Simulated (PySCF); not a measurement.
# PbH₂ to PbH₄: adding ligands

Level: PBE0 in the def2-TZVP basis family, computed in PySCF with density fitting; scalar-relativistic core potentials for atoms from Rb on, none lighter, no spin–orbit coupling; open shells unrestricted.

Each entry is the lowest minimum that a search over a few typed start shapes (and spin states, where more than one is plausible) found, or that minimum re-optimised at the stated level; isomers with ligand–ligand bonds, or fragments after loss of a ligand pair, can lie lower.

| molecule | 2S+1 | point group | mean bond to Pb (Å) | polar-tensor charge of Pb | distinct angles (°) | lowest ω (cm⁻¹) | dipole (D) |
| --- | --- | --- | --- | --- | --- | --- | --- |
| PbH₂ | 1 | C2v | 1.843 | 0.67 | 90 | 731 | 1.46 |
| PbH₃ | 2 | C3v | 1.779 | 0.82 | 109 | 620 | 0.53 |
| PbH₄ | 1 | Td | 1.750 | 1.13 | 109 | 614 | 0.00 |

The bond shortens at every step; the largest change, -0.064 Å, falls between PbH₂ and PbH₃ among the members listed.

The shape changes along the series: C2v for PbH₂; C3v for PbH₃; Td for PbH₄.

Spin–orbit coupling can matter for PbH₂, PbH₃, PbH₄.

Left out of the table are members whose search was unfinished or whose lowest solution was spin-contaminated, unstable, very soft or bonded differently.
